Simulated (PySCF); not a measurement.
Cr²⁺: ionisation energy

Cr²⁺ [Ar] 3d4 (5D) → Cr³⁺ [Ar] 3d3 (4F), as a difference of total energies. All numbers are calculated (PySCF 2.14, no relativity, point nucleus, in def2-QZVPPD). Correlated levels: valence: [Ar] frozen. The calculations carry no spin-orbit coupling.

| method | ionisation energy (eV) | difference from reference (eV) |
| --- | --- | --- |
| UHF | 29.881 | -1.078 |
| MP2 (valence) | 30.561 | -0.398 |
| SCS-MP2 (valence) | 30.107 | -0.852 |
| CCSD (valence) | 30.618 | -0.341 |
| CCSD(T) (valence) | 30.627 | -0.332 |

Reference: 30.959 ± 0.025 eV (measured; NIST Atomic Spectra Database, ionization energies).

These non-relativistic numbers lack the scalar-relativistic shift.

The reference lies between the lowest fine-structure levels, while these numbers refer to the centres of the terms.

Errors of the correlated levels include the incompleteness of this basis and the frozen core.
